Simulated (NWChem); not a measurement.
System: CH₅NZn; SMILES [CH3][Zn][NH2]

```xyz
8

Zn     0.1540    -0.0245     0.0030
C      0.1989     1.9091     0.0018
H     -0.3263     2.3219     0.8781
H     -0.2880     2.3198    -0.8973
H      1.2330     2.2887     0.0237
N      0.2363    -1.8455     0.0057
H     -0.0814    -2.3508    -0.8174
H     -0.1080    -2.3497     0.8187
```
Atoms are numbered in this order, from 1.

All runs: NWChem. The geometry was optimised at PBE0/def2-SVP. Vzz is the largest principal value of the second derivative of the potential at the nucleus (NWChem prints the opposite sign); η is the asymmetry. Non-relativistic.

```
level            Vzz Zn1 (a.u.)  η Zn1  Vzz N6 (a.u.)  η N6
---------------  --------------  -----  -------------  ----
B3LYP/def2-SVP           -1.626   0.39         -0.907  0.41
B3LYP/def2-TZVP          -2.813   0.25         -0.786  0.45
PBE0/def2-SVP            -1.698   0.36         -0.887  0.41
PBE0/def2-TZVP                ?   0.23              ?  0.44
```

What belongs in the gaps?


- PBE0/def2-TZVP, Vzz Zn1 (a.u.): -2.897
- PBE0/def2-TZVP, Vzz N6 (a.u.): -0.770
